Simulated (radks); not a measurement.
Values are calculated unless marked as measured or tabulated.
Ne+, configuration [He] 2p5 3d2 (not the ground configuration).

Code: a radial shooting solver on a logarithmic mesh with Libxc functionals. Model: Dirac Kohn-Sham, PBEsol, spin-unpolarised, spherical densities, finite nucleus; open shells fill j = l - 1/2 first; Fermi nuclear charge, rms radius 3.0055 fm.

Energy parts (eV):
total: -3345.490
kinetic: 3345.833
electron-nucleus: -7736.876
Hartree: 1323.484
exchange-correlation: -277.931

Orbitals (lengths in bohr, moments of r in powers of bohr; r(max) is where P^2 peaks):
| orbital | occ. | eigenvalue (eV) | <r> | r(max) |
|---|---|---|---|---|
| 1s1/2 | 2 | -891.9077 | 0.1579 | 0.1026 |
| 2p1/2 | 2 | -62.1048 | 0.7676 | 0.5659 |
| 2p3/2 | 3 | -61.9560 | 0.7691 | 0.5670 |
| 3d3/2 | 2 | -5.7155 | 3.778 | 3.161 |
| 3d5/2 | 0 | -5.7148 | 3.778 | 3.161 |

The highest occupied level is 3d3/2 at -5.715 eV. The electron density at the nucleus is 611.7 e/bohr^3.
